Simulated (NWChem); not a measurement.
System: C2HF3Si; SMILES F[Si](C#C)(F)F

Here is an NWChem input.

```
start job
memory heap 200 mb stack 900 mb global 1100 mb
geometry units angstroms noautosym nocenter noautoz
  C      0.000000     0.000000     2.693442
  C      0.000000     0.000000     1.478718
  Si     0.000000     0.000000    -0.319747
  F      1.345562    -0.639704    -0.893021
  F     -0.118781     1.485143    -0.893021
  F     -1.226781    -0.845439    -0.893021
  H      0.000000     0.000000     3.770235
end
basis spherical
  * library def2-svp
end
dft
  xc pbe0
  iterations 150
end
cosmo
  do_cosmo_smd true
  solvent dmso
end
task dft energy
```

Geometry: optimised at PBE0/def2-SVP. Solvent: dimethyl sulfoxide.

Level: PBE0/def2-SVP with SMD (1 M gas to 1 M solution), gas-phase geometry. Reactions with the solvent are ignored.

Give the results of this calculation. (PBE0/def2-SVP, SMD on the gas-phase geometry.) Quantities: solvation free energy (kcal/mol); cavity-dispersion-structure term (kcal/mol); dipole in solution (D).


```yaml
solvation free energy (kcal/mol): -0.7
cavity-dispersion-structure term (kcal/mol): 3.9
dipole in solution (D): 3.43
```
